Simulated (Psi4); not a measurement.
Input for Psi4: SAPT0/jun-cc-pV(D+d)Z on CH6ClN (a complex), monomers drawn apart or pushed together.

```
memory 2025 MB

molecule dimer {
0 1
Cl    0.97051337    1.14427676    0.16513436
H     0.76777779    0.40121633    1.31594875
--
0 1
C    -1.06643762   -0.05268727    3.68339853
N     0.19350609   -0.61553596    3.17931622
H    -1.83440410   -0.17486366    2.92086772
H    -0.93134871    1.01522321    3.84912997
H    -1.40964893   -0.51637483    4.61179443
H     0.10814661   -1.60591496    2.98063122
H     0.94905197   -0.49748662    3.84477144
units angstrom
symmetry c1
no_reorient
no_com
}

set {
  basis jun-cc-pV(D+d)Z
  scf_type df
  freeze_core true
}

energy('sapt0')
```

Program output:

```
[...]
==> Input File <==

--------------------------------------------------------------------------
memory 2025 MB

molecule dimer {
0 1
Cl    0.97051337    1.14427676    0.16513436
H     0.76777779    0.40121633    1.31594875
--
0 1
C    -1.06643762   -0.05268727    3.68339853
N     0.19350609   -0.61553596    3.17931622
H    -1.83440410   -0.17486366    2.92086772
H    -0.93134871    1.01522321    3.84912997
H    -1.40964893   -0.51637483    4.61179443
H     0.10814661   -1.60591496    2.98063122
H     0.94905197   -0.49748662    3.84477144
units angstrom
symmetry c1
no_reorient
no_com
}

set {
  basis jun-cc-pV(D+d)Z
  scf_type df
  freeze_core true
}

energy('sapt0')
--------------------------------------------------------------------------


   => Loading Basis Set <=

    Name: JUN-CC-PV(D+D)Z
    Role: ORBITAL
    Keyword: BASIS
    atoms 1      entry CL         line   764 file jun-cc-pv_dpd_z.gbs
    atoms 2, 5-9 entry H          line    60 file jun-cc-pv_dpd_z.gbs
    atoms 3      entry C          line   188 file jun-cc-pv_dpd_z.gbs
    atoms 4      entry N          line   222 file jun-cc-pv_dpd_z.gbs

   => Loading Basis Set <=

    Name: JUN-CC-PV(D+D)Z
    Role: ORBITAL
    Keyword: BASIS
    atoms 1      entry CL         line   764 file jun-cc-pv_dpd_z.gbs
    atoms 2, 5-9 entry H          line    60 file jun-cc-pv_dpd_z.gbs
    atoms 3      entry C          line   188 file jun-cc-pv_dpd_z.gbs
    atoms 4      entry N          line   222 file jun-cc-pv_dpd_z.gbs


  //>>>>>>>>>>>>>>>>>>>>>>>>>>>>>>>>>>>//
  //              Dimer HF             //
  //<<<<<<<<<<<<<<<<<<<<<<<<<<<<<<<<<<<//

   => Libint2 <=

    Primary   basis highest AM E, G, H:  7, 6, 3
    Auxiliary basis highest AM E, G, H:  7, 7, 4
    Onebody   basis highest AM E, G, H:  -, -, -
    Solid Harmonics ordering:            Gaussian


   => Loading Basis Set <=

    Name: JUN-CC-PV(D+D)Z
    Role: ORBITAL
    Keyword: BASIS
    atoms 1      entry CL         line   764 file jun-cc-pv_dpd_z.gbs
    atoms 2, 5-9 entry H          line    60 file jun-cc-pv_dpd_z.gbs
    atoms 3      entry C          line   188 file jun-cc-pv_dpd_z.gbs
    atoms 4      entry N          line   222 file jun-cc-pv_dpd_z.gbs


         ---------------------------------------------------------
                                   SCF
               by Justin Turney, Rob Parrish, Andy Simmonett
                          and Daniel G. A. Smith
                              RHF Reference
                        1 Threads,   1931 MiB Core
         ---------------------------------------------------------

  ==> Geometry <==

    Molecular point group: c1
    Full point group: C1

    Geometry (in Angstrom), charge = 0, multiplicity = 1:

       Center              X                  Y                   Z               Mass
    ------------   -----------------  -----------------  -----------------  -----------------
         CL           0.970513370000     1.144276760000     0.165134360000    34.968852682000
         H            0.767777790000     0.401216330000     1.315948750000     1.007825032230
         C           -1.066437620000    -0.052687270000     3.683398530000    12.000000000000
         N            0.193506090000    -0.615535960000     3.179316220000    14.003074004430
         H           -1.834404100000    -0.174863660000     2.920867720000     1.007825032230
         H           -0.931348710000     1.015223210000     3.849129970000     1.007825032230
         H           -1.409648930000    -0.516374830000     4.611794430000     1.007825032230
         H            0.108146610000    -1.605914960000     2.980631220000     1.007825032230
         H            0.949051970000    -0.497486620000     3.844771440000     1.007825032230

  Running in c1 symmetry.

  Rotational constants: A =      0.16651  B =      0.04191  C =      0.03594 [cm^-1]
  Rotational constants: A =   4991.90907  B =   1256.51772  C =   1077.51496 [MHz]
  Nuclear repulsion =   92.884370334689393

  Charge       = 0
  Multiplicity = 1
  Electrons    = 36
  Nalpha       = 18
  Nbeta        = 18

  ==> Algorithm <==

  SCF Algorithm Type is DF.
  DIIS enabled.
  MOM disabled.
  Fractional occupation disabled.
  Guess Type is SAD.
  Energy threshold   = 1.00e-08
  Density threshold  = 1.00e-08
  Integral threshold = 1.00e-12

  ==> Primary Basis <==

  Basis Set: JUN-CC-PV(D+D)Z
    Blend: JUN-CC-PV(D+D)Z
    Number of shells: 45
    Number of basis functions: 93
    Number of Cartesian functions: 97
    Spherical Harmonics?: true
    Max angular momentum: 2

   => Loading Basis Set <=

    Name: (JUN-CC-PV(D+D)Z AUX)
    Role: JKFIT
    Keyword: DF_BASIS_SCF
    atoms 1      entry CL         line   746 file jun-cc-pvdz-jkfit.gbs
    atoms 2, 5-9 entry H          line    70 file jun-cc-pvdz-jkfit.gbs
    atoms 3      entry C          line   146 file jun-cc-pvdz-jkfit.gbs
    atoms 4      entry N          line   202 file jun-cc-pvdz-jkfit.gbs

  ==> Integral Setup <==

  DFHelper M
[...]


  @DF-RHF Final Energy:   -95.22739723915181

   => Energetics <=

    Nuclear Repulsion Energy =             41.9465804256001817
    One-Electron Energy =                -211.1778373998477036
    Two-Electron Energy =                  74.0038597350957019
    Total Energy =                        -95.2273972391518129

Computation Completed


Properties will be evaluated at   0.000000,   0.000000,   0.000000 [a0]

Properties computed using the SCF density matrix


 Multipole Moments:

 ------------------------------------------------------------------------------------
     Multipole            Electronic (a.u.)      Nuclear  (a.u.)        Total (a.u.)
 ------------------------------------------------------------------------------------

 L = 1.  Multiply by 2.5417464519 to convert [e a0] to [Debye]
 Dipole X            :         15.2891338          -15.4244856           -0.1353518
 Dipole Y            :         11.8384603          -12.1023583           -0.2638980
 Dipole Z            :       -117.7563308          118.2265567            0.4702259
 Magnitude           :                                                    0.5559448

 ------------------------------------------------------------------------------------

  Constructing Basis Sets for SAPT...

   => Loading Basis Set <=

    Name: (JUN-CC-PV(D+D)Z AUX)
    Role: RIFIT
    Keyword: DF_BASIS_SAPT
    atoms 1      entry CL         line   544 file jun-cc-pvdz-ri.gbs
    atoms 2, 5-9 entry H          line    30 file jun-cc-pvdz-ri.gbs
    atoms 3      entry C          line   100 file jun-cc-pvdz-ri.gbs
    atoms 4      entry N          line   144 file jun-cc-pvdz-ri.gbs

   => Loading Basis Set <=

    Name: (JUN-CC-PV(D+D)Z AUX)
    Role: JKFIT
    Keyword: DF_BASIS_ELST
    atoms 1      entry CL         line   746 file jun-cc-pvdz-jkfit.gbs
    atoms 2, 5-9 entry H          line    70 file jun-cc-pvdz-jkfit.gbs
    atoms 3      entry C          line   146 file jun-cc-pvdz-jkfit.gbs
    atoms 4      entry N          line   202 file jun-cc-pvdz-jkfit.gbs


  //>>>>>>>>>>>>>>>>>>>>>>>>>>>>>>>>>>>//
  //               SAPT0               //
  //<<<<<<<<<<<<<<<<<<<<<<<<<<<<<<<<<<<//



        SAPT0
    Ed Hohenstein
     6 June 2009

      Orbital Information
  --------------------------
    NSO        =        93
    NMO        =        93
    NRI        =       299
    NRI (Elst) =       417
    NOCC A     =         9
    NOCC B     =         9
    FOCC A     =         5
    FOCC B     =         2
    NVIR A     =        84
    NVIR B     =        84

    Elst10,r            =    -0.015842681815 [Eh]
    Exch10              =     0.010586212048 [Eh]
    Exch10 (S^2)        =     0.010485901761 [Eh]

    Maxiter = 50
    CPHF R converge = 1.000000E-08

    Iter     Energy [mEh]          dE [mEh]         Residual      Time [s]
       1      -1.27322578       1.273225775     7.111402e-03             0
       2      -1.37920568       0.105979910     2.727206e-03             0
       3      -1.46221641       0.083010721     4.176524e-04             0
       4      -1.45271481      -0.009501594     7.323735e-05             0
       5      -1.45286062       0.000145809     1.505444e-05             0
       6      -1.45300840       0.000147784     2.340602e-06             0
       7      -1.45298715      -0.000021257     3.470578e-07             0
       8      -1.45298930       0.000002152     8.863035e-08             0
       9      -1.45298889      -0.000000405     2.562604e-08             0
      10      -1.45298897       0.000000076     3.710659e-09             0

    CHF Iterations converged

    Maxiter = 50
    CPHF R converge = 1.000000E-08

    Iter     Energy [mEh]          dE [mEh]         Residual      Time [s]
       1      -3.30182220       3.301822204     1.042605e-02             0
       2      -4.35345246       1.051630256     3.447052e-03             0
       3      -4.39647990       0.043027438     1.093530e-03             0
       4      -4.37587010      -0.020609802     3.056519e-04             0
       5      -4.37194042      -0.003929679     6.403579e-05             0
       6      -4.37349093       0.001550510     1.295983e-05             0
       7      -4.37347029      -0.000020640     4.781524e-06             0
       8      -4.37340147      -0.000068815     1.063827e-06             0
       9      -4.37341386       0.000012390     2.019679e-07             0
      10      -4.37341263      -0.000001228     3.270473e-08             0
      11      -4.37341272       0.000000084     5.835951e-09             0

    CHF Iterations converged

    Ind20,r (A<-B)      =    -0.001452988971 [Eh]
    Ind20,r (B<-A)      =    -0.004373412719 [Eh]
    Ind20,r             =    -0.005826401689 [Eh]
    Exch-Ind20,r (A<-B) =     0.000437743790 [Eh]
    Exch-Ind20,r (B<-A) =     0.002441873399 [Eh]
    Exch-Ind20,r        =     0.002879617189 [Eh]
    Disp20              =    -0.003470247733 [Eh]
    Disp20 (SS)         =    -0.001735123866 [Eh]
    Disp20 (OS)         =    -0.001735123866 [Eh]
    Exch-Disp20         =     0.000612573681 [Eh]
    Exch-Disp20 (SS)    =     0.000339733847 [Eh]
    Exch-Disp20 (OS)    =     0.000272839834 [Eh]

    SAPT Results
  --------------------------------------------------------------------------------------------------------
    Electrostatics                -15.84268182 [mEh]      -9.94143293 [kcal/mol]     -41.59495538 [kJ/mol]
      Elst10,r                    -15.84268182 [mEh]      -9.94143293 [kcal/mol]     -41.59495538 [kJ/mol]

    Exchange                       10.58621205 [mEh]       6.64294835 [kcal/mol]      27.79409590 [kJ/mol]
      Exch10                       10.58621205 [mEh]       6.64294835 [kcal/mol]      27.79409590 [kJ/mol]
      Exch10(S^2)                  10.48590176 [mEh]       6.58000270 [kcal/mol]      27.53073128 [kJ/mol]

    Induction                      -6.04939091 [mEh]      -3.79605011 [kcal/mol]     -15.88267365 [kJ/mol]
      Ind20,r                      -5.82640169 [mEh]      -3.65612226 [kcal/mol]     -15.29721553 [kJ/mol]
      Exch-Ind20,r                  2.87961719 [mEh]       1.80698707 [kcal/mol]       7.56043389 [kJ/mol]
      delta HF,r (2)               -3.10260641 [mEh]      -1.94691492 [kcal/mol]      -8.14589201 [kJ/mol]

    Dispersion                     -2.85767405 [mEh]      -1.79321754 [kcal/mol]      -7.50282219 [kJ/mol]
      Disp20                       -3.47024773 [mEh]      -2.17761333 [kcal/mol]      -9.11113417 [kJ/mol]
      Exch-Disp20                   0.61257368 [mEh]       0.38439579 [kcal/mol]       1.60831198 [kJ/mol]
      Disp20 (SS)                  -1.73512387 [mEh]      -1.08880666 [kcal/mol]      -4.55556708 [kJ/mol]
      Disp20 (OS)                  -1.73512387 [mEh]      -1.08880666 [kcal/mol]      -4.55556708 [kJ/mol]
      Exch-Disp20 (SS)              0.33973385 [mEh]       0.21318621 [kcal/mol]       0.89197109 [kJ/mol]
      Exch-Disp20 (OS)              0.27283983 [mEh]       0.17120958 [kcal/mol]       0.71634088 [kJ/mol]

  Total HF                        -11.30586068 [mEh]      -7.09453468 [kcal/mol]     -29.68353312 [kJ/mol]
  Total SAPT0                     -14.16353473 [mEh]      -8.88775223 [kcal/mol]     -37.18635531 [kJ/mol]

  Special recipe for scaled SAPT0 (see Manual):
    Electrostatics sSAPT0         -15.84268182 [mEh]      -9.94143293 [kcal/mol]     -41.59495538 [kJ/mol]
    Exchange sSAPT0                10.58621205 [mEh]       6.64294835 [kcal/mol]      27.79409590 [kJ/mol]
    Induction sSAPT0               -5.96595680 [mEh]      -3.74369441 [kcal/mol]     -15.66361743 [kJ/mol]
    Dispersion sSAPT0              -2.83992533 [mEh]      -1.78208005 [kcal/mol]      -7.45622291 [kJ/mol]
  Total sSAPT0                    -14.06235190 [mEh]      -8.82425904 [kcal/mol]     -36.92069981 [kJ/mol]
  --------------------------------------------------------------------------------------------------------



*** Psi4 exiting successfully. Buy a developer a beer!
```

The run finished.

Cost: roughly 8 core-seconds.
